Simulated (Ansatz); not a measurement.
SiIH3 (SiH₃I). Charge 0, multiplicity 1. Geometry r2SCAN-D4/def2-TZVP, basis def2-TZVP, Ansatz.

```xyz
5

Si    0.1235    0.1283    0.1038
I    -1.3408   -1.3924   -1.1275
H     0.4955    1.2493   -0.7881
H     1.3306   -0.6178    0.5246
H    -0.6089    0.6325    1.2871
```

```csv
run,HOMO (eV),LUMO (eV)
A,-6.90,-1.31
B,-6.93,-1.42
C,-7.48,-1.03
D,-7.93,-0.61
E,-6.60,-1.66
F,-8.97,0.18
```

In the def2 sets I takes a core potential; there is no spin–orbit coupling. B3LYP takes the VWN-RPA correlation.

Question: The runs used B3LYP, B97M-V, CAM-B3LYP, PBE, r2SCAN, r2SCAN0. Estimate which is which.

Answer: A r2SCAN (0 % exact exchange); B B97M-V (0 % exact exchange); C B3LYP (20 % exact exchange); D r2SCAN0 (25 % exact exchange); E PBE (0 % exact exchange); F CAM-B3LYP (range-separated). Exact exchange lowers occupied and raises empty levels; among semilocal functionals meta-GGAs tend to open the gap a little, and such runs are hard to tell apart. The gap grows from 4.95 eV (PBE) to 9.15 eV (CAM-B3LYP).
